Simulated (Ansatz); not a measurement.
Computed with Ansatz on PBE0-D4/def2-TZVP structures; ΔE is electronic, products minus reactants. CBS: MP2 limit from def2 TZ/QZ plus the TZ coupled-cluster correction, frozen cores. This one scheme is used for every species, atoms too. DFT in def2-TZVPP. Open shells (•) are unrestricted, without spin–orbit coupling. Spin–orbit coupling would lower the free atoms: a little for C, Cl; strongly for Sn. def2 core potentials past Kr. For Sn outer-core shells are correlated without core-valence functions, so the limit isn't a true one: a few kJ/mol of doubt a bond, and 10 to 20 or more in all where bonds break to atoms.

Consider the atomization: `Cl[C]1=[CH][SnH2]1` → 2 C• + Cl• + 3 H• + Sn•.

```csv
level,ΔE (kcal/mol),difference from CCSD(T)/CBS
r2SCAN0-D4,514.2,-11.9
B2PLYP,514.2,-11.9
BLYP,512.1,-14.0
PBE0,524.7,-1.4
BHLYP,491.4,-34.7
CAM-B3LYP,515.5,-10.6
HF/def2-SVP,342.2,-183.9
SCS-MP2/def2-TZVPP,512.4,-13.7
HF/CBS(def2),345.4,-180.7
MP2/CBS(def2),536.6,10.5
CCSD(T)/CBS,526.1,0
```

Largest T1 diagnostic among the species: 0.015.

From r2SCAN to r2SCAN0 (25 % exact exchange), in def2-TZVPP and without D4, ΔE moves by −13.1 kcal/mol: exact exchange takes away binding that semilocal exchange gives to molecules. In def2-TZVPP, CCSD(T) changes the Hartree–Fock value by +165.4 kcal/mol (the triples alone add +15.0 kcal/mol) and MP2 by +175.9 kcal/mol; breaking electron pairs costs correlation energy, which Hartree–Fock lacks.

For atomizations the MP2-based limit and the directly extrapolated one differ by several kJ/mol either way, and by 10 to 25 for some Ge, Se and Sn compounds, so smaller differences from it don't rank the levels.
